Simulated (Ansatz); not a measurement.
Start from `O[SiH](O)[SiH2]Cl` and change one atom or group to get `O[SiH2]O`.

Ansatz, PBE0-D4/def2-TZVP geometries, multiplicity 1. Each molecule was computed in one conformer, which needn't be the lowest.

```csv
property,`O[SiH](O)[SiH2]Cl`
HOMO–LUMO gap (B3LYP/def2-TZVPP) / eV,6.76
size of the dipole moment (PBE/def2-TZVPP) / D,1.87
LUMO energy (ωB97M-V/def2-TZVPP) / eV,1.13
LUMO energy (PBE/def2-TZVPP) / eV,-1.50
HOMO energy (B3LYP/def2-TZVPP) / eV,-7.58
HOMO energy (PBE/def2-TZVPP) / eV,-6.52
```

Problem. What does the change do to each property? (An estimate is asked.)

Solution. Computed: 
```tsv
property	`O[SiH2]O`	shift
HOMO–LUMO gap (B3LYP/def2-TZVPP) / eV	8.85	2.09
size of the dipole moment (PBE/def2-TZVPP) / D	1.09	-0.78
LUMO energy (ωB97M-V/def2-TZVPP) / eV	2.01	0.88
LUMO energy (PBE/def2-TZVPP) / eV	-0.37	1.13
HOMO energy (B3LYP/def2-TZVPP) / eV	-8.69	-1.11
HOMO energy (PBE/def2-TZVPP) / eV	-7.37	-0.85
```

With PBE0 the HOMO falls by 1.12 eV and the LUMO rises by 1.14 eV, so the gap widens by about 2.26 eV. PBE moves the HOMO by -0.85 eV and ωB97M-V by -1.36 eV. Dipoles are sizes alone; their direction can turn.

B3LYP here is the variant with VWN-RPA as its local correlation; programs differ in this.
